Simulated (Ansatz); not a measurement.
`C=C(F)O[SiH2]C` + `[SH][SbH2]` → `C[SiH2][S][SbH2]` + `C=C(O)F`  (ligand exchange at the Si–O bond)

Isolated molecules relaxed with PBE0-D4/def2-TZVP in Ansatz; ΔE leaves out vibrations. CCSD(T)/CBS is the MP2 limit (def2-TZVPP, def2-QZVPP) plus CCSD(T) − MP2 in def2-TZVPP, frozen cores. DFT in def2-TZVPP. def2 core potentials past Kr. For Sb outer-core shells are correlated without core-valence functions, which leaves a few kJ/mol of doubt a bond. Each species was taken in one conformer, which may not be the lowest.

```json
{"level": "ωB97M-V", "ΔE (kJ/mol)": "30.0"}
{"level": "r2SCAN", "ΔE (kJ/mol)": "27.1"}
{"level": "SCS-MP2/def2-QZVPP", "ΔE (kJ/mol)": "29.2"}
{"level": "HF/CBS(def2)", "ΔE (kJ/mol)": "47.1"}
```

Question: What does CCSD(T)/CBS give? (Estimate.)

Answer: Computed: +26.1 kJ/mol. The listed levels differ from it by 3.9, 1.0, 3.1, 21.0 kJ/mol.

Largest T1 diagnostic among the species: 0.013.

In def2-TZVPP, CCSD(T) changes the Hartree–Fock value by −15.5 kJ/mol (the triples alone add −3.3 kJ/mol) and MP2 by −20.8 kJ/mol. The D4 term adds −4.5 kJ/mol with B3LYP and −2.2 kJ/mol with PBE0; it sums over pairs of atoms, weighted by their polarisabilities, and B3LYP, whose exchange is more repulsive, gets the larger term.

B3LYP here is the variant with VWN-RPA as its local correlation; programs differ in this.
